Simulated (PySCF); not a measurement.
# IO₃⁻, singlet: computed properties

All numbers come from PBE/[I def2-SVPD with ECP28, O def2-SVPD], scalar-relativistic core potentials, density fitting, no spin–orbit coupling, PySCF.

The structure is a minimum.

Z-matrix (Å, degrees; charge -1 multiplicity 1):
```
I
O  1 1.8818
O  1 1.8818 2 107.59
O  1 1.8818 2 107.59 3 -115.67
```

```json
{
  "Point group": "C3v",
  "Bond lengths": "I–O 1.882 Å (×3)",
  "Bond angles": "O–I–O 107.6° (×3)",
  "Rotational symmetry number": "3",
  "Zero-point energy": "17.4 kJ/mol",
  "Heat capacity Cp at 298.15 K": "65.3 J/(mol K)",
  "Lowest empty level": "2.60 eV",
  "Dipole moment about the centre of mass": "4.15 D",
  "Entropy at 298.15 K and 1 bar": "296.2 J/(mol K)",
  "Enthalpy at 298.15 K above 0 K": "14.58 kJ/mol",
  "Highest occupied level": "-1.39 eV",
  "Principal polarisabilities": "52.6, 71.0, 71.0 bohr³",
  "Rotational constants": "0.1873, 0.1873, 0.1143 cm⁻¹",
  "Principal quadrupole moments (Buckingham, traceless) about the centre of mass": "-5.62, -5.62, 11.25 D Å"
}
```

Harmonic modes (masses in u: I 126.904, O 15.995):
| symmetry | ω (cm⁻¹) | IR (km/mol, summed over degenerate members) | μ (u) | type |
| --- | --- | --- | --- | --- |
| e | 235 | 23.1 | 17.15 | bend |
| a1 | 282 | 39.9 | 19.64 | bend |
| a1 | 705 | 14.5 | 16.91 | stretch |
| e | 724 | 362 | 18.36 | stretch |

In C3v the vibrations span 2e + 2a1.

Charges (e); Mulliken and Löwdin values are unreliable with diffuse functions:
| atom | Mulliken | Löwdin | polar tensor | Mayer order to I1 |
| --- | --- | --- | --- | --- |
| I1 | 1.64 | 1.78 | 1.36 | – |
| O2,3,4 | -0.88 | -0.93 | -0.79 | 1.20 |

Mulliken populations on I1 (electrons outside its core potential): s 3.77, p 9.05, d 10.54.

Counting electrons, iodine keeps 2 of its valence electrons outside its bonds, so the VSEPR class is AX3E1 and the expected shape is trigonal pyramidal (C3v), as computed.

Other isomers or separated fragments may lie lower. The lowest empty level of this anion is unbound, so it and the gap depend on the basis.

The final relaxation and frequency run took roughly 60 core-seconds on a shared host.
